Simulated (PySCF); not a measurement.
PySCF job for Al(F)(H)(SeH) (AlFH₂Se), SMILES [F][AlH][SeH], IEF-PCM-M06-2X/def2-SVP. Geometry optimised at B3LYP-D3(BJ)/def2-TZVP. Other conformers were not sampled.

```python
import numpy as np
from pyscf import gto, scf, dft
from pyscf.solvent import pcm

mol = gto.M(
    atom='''
    Al   -0.53925922   -1.16308139    0.00000000
    F     0.68245724   -2.27532672   -0.00000000
    H    -2.02542224   -1.64976111   -0.00000001
    Se    0.12286061    1.05168929   -0.00000000
    H    -1.28358383    1.49032364    0.00000000
    ''',
    basis='def2-SVP',
    charge=0,
    spin=0,
    max_memory=1600,
    verbose=3,
)
mf = dft.RKS(mol, xc='m06-2x').density_fit(auxbasis='def2-universal-jkfit')
mf.grids.level = 4
mf.conv_tol = 1e-9
mf.max_cycle = 100
mf.kernel()
res = {}
for name, eps in {'water': 78.355, '1-octanol': 9.8629, 'toluene': 2.3741}.items():
    s = mf.PCM()
    s.with_solvent.method, s.with_solvent.eps, s.with_solvent.lebedev_order = 'IEF-PCM', eps, 29
    s.kernel(mf.make_rdm1())
    res[name] = (s.e_tot, eps, s.dip_moment(), s.mo_energy, s.converged)
    print(f'{name}: electrostatic solvation free energy {(s.e_tot - mf.e_tot) * 627.509474:.3f} kcal/mol')
```

Output:

```
converged SCF energy = -2744.66207263096

WARN: PCM is an experimental feature. It is still in testing.
Features and APIs may be changed in the future.

converged SCF energy = -2744.67247194983
Dipole moment(X, Y, Z, Debye): -2.43804,  0.41500,  0.00000
water: electrostatic solvation free energy -6.526 kcal/mol

WARN: PCM is an experimental feature. It is still in testing.
Features and APIs may be changed in the future.

converged SCF energy = -2744.67100021837
Dipole moment(X, Y, Z, Debye): -2.34486,  0.43886,  0.00000
1-octanol: electrostatic solvation free energy -5.602 kcal/mol

WARN: PCM is an experimental feature. It is still in testing.
Features and APIs may be changed in the future.

converged SCF energy = -2744.6668589682
Dipole moment(X, Y, Z, Debye): -2.10107,  0.49906,  0.00000
toluene: electrostatic solvation free energy -3.003 kcal/mol
```

The run converged.

Cost: around 60 core-seconds (rough).
